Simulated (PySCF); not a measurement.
One of the candidates below gave these computed data.

All candidates are C2H13NO2Si3.

* 1H NMR: chemical shifts (computed TMS as zero) by class: 4.82 (6 H), 4.66 (1 H), 3.80 (6 H) ppm [GIAO PBE0/pcSseg-1]
* 13C NMR: chemical shifts (computed TMS as zero) by class: 50.6 (2 C) ppm [GIAO PBE0/pcSseg-1]
* NMR, other nuclei: isotropic shieldings of nuclei other than C and H, by class: 257 (1 N), 310 (2 O), 393 (1 Si), 397 (2 Si) ppm [GIAO PBE0/pcSseg-1]
* Rotational structure: rotational constants A, B, C: 1.229, 0.989, 0.785 GHz [GFN2-xTB]
* Dipole: 1.44 D [PBE0/pcSseg-1]

Electronic properties: PySCF, gas phase, density fitting. Levels stand in brackets. One conformer (not necessarily the lowest) at the GFN2-xTB geometry, without solvent, vibrations or thermal averaging. NMR values are class means; diastereotopic atoms form classes of their own.

Problem. Which candidate is it?
A. `CCO[Si@H](O)[SiH2][SiH2]N`
B. `CO[SiH](OC)N([SiH3])[SiH3]`
C. `CN(C)[SiH2]O[SiH2]O[SiH3]`

Solution. B. It is `CO[SiH](OC)N([SiH3])[SiH3]`. Numbering: `[CH3:1][O:2][SiH:3]([O:4][CH3:5])[N:6]([SiH3:7])[SiH3:8]`. Its formula, C2H13NO2Si3, gives 0 degrees of unsaturation, so no ring and no π bond. 2 carbons fall into 1 class: methoxy carbon [C1/C5] (50.6 ppm, 2 C). Hydrogen classes from least to most shielded: 6 H on 2 SiH3 silicons, Si7/Si8 (4.82 ppm), 1 H on an oxygen-bound silicon, Si3 (4.66 ppm), 6 H on 2 methoxy carbons, C1/C5 (3.80 ppm). The other shieldings belong to: 257 ppm, nitrogen bridging silicon atoms [N6]; 310 ppm, silyl ether oxygen [O2/O4]; 393 ppm, oxygen-bound silicon [Si3]; 397 ppm, SiH3 silicon [Si7/Si8]. The optimised geometry has point group C1 and is an asymmetric top.

The others, at the same levels:
- `CCO[Si@H](O)[SiH2][SiH2]N` fails: it has 2 carbon classes against 1; its computed 13C shifts are 61.0 (1 C), 21.2 (1 C) ppm, 1H shifts are 5.21 (1 H), 5.20 (1 H), 4.99 (1 H), 4.14 (1 H), 3.91 (1 H), 3.27 (1 H), 3.18 (1 H), 1.85 (1 H), 1.21 (3 H), -0.25 (2 H) ppm and rotational constant A is 1.473 GHz (against 1.229 GHz).
- `CN(C)[SiH2]O[SiH2]O[SiH3]` fails: its computed 13C shifts are 37.8 (2 C) ppm, 1H shifts are 5.23 (3 H), 5.09 (2 H), 4.99 (2 H), 2.65 (6 H) ppm and rotational constant A is 1.802 GHz (against 1.229 GHz).

Each candidate is one conformer, not necessarily the lowest. The conformers computed, where there is a choice (atom-mapped SMILES and torsion angles):
- `[CH3:1][O:2][SiH:3]([O:4][CH3:5])[N:6]([SiH3:7])[SiH3:8]`: C1–O2–Si3–O4 173°, O2–Si3–O4–C5 166°, O2–Si3–N6–Si7 149°
- `[CH3:1][N:2]([CH3:3])[SiH2:4][O:5][SiH2:6][O:7][SiH3:8]`: C1–N2–Si4–O5 37°, N2–Si4–O5–Si6 46°, Si4–O5–Si6–O7 -87°

The conformers of `CCO[Si@H](O)[SiH2][SiH2]N` aren't listed.
